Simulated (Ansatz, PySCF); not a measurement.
HCl2FSSi (SMILES F[Si](S)(Cl)Cl), singlet, geometry from GFN2-xTB. Base run: PySCF with CASSCF(2,3)/6-31G.

The PySCF input:
```python
from pyscf import gto, scf, mcscf
import numpy

mol = gto.Mole()
mol.atom = '''
    F    -0.38930945    0.40665327    1.70994084
    Si   -0.08592357    0.04878326    0.16755268
    S     1.82821102   -0.90953222    0.14361714
    Cl   -1.49127436   -1.21546995   -0.44466200
    Cl   -0.09816747    1.81183116   -0.77851503
    H     2.47584961    0.07153005    0.76093052
'''
mol.basis = '6-31g'
mol.verbose = 4
mol.build()

mf = scf.RHF(mol)
mf.kernel()
mc = mcscf.CASSCF(mf, 3, 2)
mc.fix_spin_(ss=0.0)
mc.kernel()
occ = numpy.linalg.eigvalsh(mc.fcisolver.make_rdm1(mc.ci, mc.ncas, mc.nelecas))[::-1]
ss = mc.fcisolver.spin_square(mc.ci, mc.ncas, mc.nelecas)[0]
print('natural occupations', occ.round(4), ' <S^2>', round(ss, 4))
```

Programs used: Ansatz (a quantum-chemistry and plane-wave program), PySCF; a row that names a program was run with it.

Each row names what was changed in the base input (with any setting that the change needs).

```json
[
 {"change": "base", "ΔE vs base (kcal/mol)": "0.000", "natural occupations": "1.98 0.02 0.00", "<S^2> of the state": "0.00"},
 {"change": "orbitals = fixed (CASCI)", "ΔE vs base (kcal/mol)": "7.16", "natural occupations": "2.00 0.00 0.00", "<S^2> of the state": "0.00"},
 {"change": "start = MP2 natural orbitals", "ΔE vs base (kcal/mol)": "-3.85", "natural occupations": "1.98 0.02 0.00", "<S^2> of the state": "0.00"},
 {"change": "fix_spin_ = off", "ΔE vs base (kcal/mol)": "0.000", "natural occupations": "1.98 0.02 0.00", "<S^2> of the state": "0.00"},
 {"change": "state_average = 2 states", "ΔE vs base (kcal/mol)": "8.66", "natural occupations": "-", "<S^2> of the state": "-"},
 {"change": "solver = newton", "ΔE vs base (kcal/mol)": "0.000", "natural occupations": "1.98 0.02 0.00", "<S^2> of the state": "0.00"},
 {"change": "active space = 4 electrons, 4 orbitals", "ΔE vs base (kcal/mol)": "-5.76", "natural occupations": "1.99 1.98 0.02 0.01", "<S^2> of the state": "0.00"},
 {"change": "active space = 8 electrons, 9 orbitals", "ΔE vs base (kcal/mol)": "-20.07", "natural occupations": "1.99 1.99 1.98 1.97 0.03 0.02 0.01 0.01 0.00", "<S^2> of the state": "0.00"},
 {"change": "correction = SC-NEVPT2", "ΔE vs base (kcal/mol)": "-191.6", "natural occupations": "1.98 0.02 0.00", "<S^2> of the state": "0.00"},
 {"change": "active space = 4 electrons, 5 orbitals", "ΔE vs base (kcal/mol)": "-13.94", "natural occupations": "1.98 1.97 0.03 0.02 0.00", "<S^2> of the state": "0.00"},
 {"change": "code = ansatz", "ΔE vs base (kcal/mol)": "-4.87", "natural occupations": "-", "<S^2> of the state": "-"}
]
```

Active orbitals are taken around the Fermi level unless the row says otherwise; CASSCF can end in different local minima, and two programs can end on different orbitals. State-averaged rows give the lowest state.
